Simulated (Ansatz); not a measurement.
Energy profile

The step: GeH₃Br ([GeH3][Br]) + HF → GeH₃F ([F][GeH3]) + HBr; bonds formed: Ge1–F7, Br2–H6; bonds broken: Ge1–Br2, H6–F7 (atoms numbered as in the saddle structure below).

```xyz
7
angstrom
Ge -0.5429 0.0555 -0.4822
Br 0.7060 1.1165 1.7434
H -0.6103 -1.0750 -1.5251
H -1.7706 -0.0116 0.4200
H -0.1748 1.3689 -1.1624
H 1.2926 -0.4044 0.8946
F 1.0999 -1.0499 0.1117
```

Electronic energies by CCSD(T) at an estimated basis limit (MP2 extrapolated from triple and quadruple zeta, plus CCSD(T) − MP2 in triple zeta), on PBE0-D4/def2-TZVP structures; GeH4BrF, closed shell; no counterpoise correction. Computed with Ansatz 0.2.0 (basis: def2-TZVPP and def2-QZVPP); correlated methods freeze the cores. Filled d shells of the heavier atoms are correlated. The def2 sets are not built for correlating such inner shells, so the correlated values are less sure here. Extrapolation: Hartree–Fock as exp(−7.88 √X), correlation as X^−2.97.

(1) Give the profile in kcal/mol, counted from the separated reactants. (Judge from chemistry; the value comes from the calculation.)

The T1 diagnostic stays at or below 0.012. The start structure is not quite a true minimum (one mode of 32i cm⁻¹).

Results:

(1) The calculation gives:
```
                                                                                         point  kcal/mol
separated: GeH3Br (linked as [GeH3][Br]; Ge1, Br2, H3, H4, H5; singlet) + HF (H6, F7; singlet)      0.00
                                                                               start structure     -4.19
                                                                                        saddle     27.74
                                                                                 end structure      3.33
 separated: GeH3F (linked as [F][GeH3]; Ge1, H3, H4, H5, F7; singlet) + HBr (Br2, H6; singlet)      7.26
```

For scale, one of the runs: CCSD(T)/def2-TZVPP, 183 basis functions, launched by `ansatz run in.yaml --threads 4 --pin off --events-out ev --progress --plain --max-ram 9574MiB`. Hardware: 4 CPU threads of an Arm Neoverse V2, shared host. Wall time 72 s; peak host memory 2 GiB.
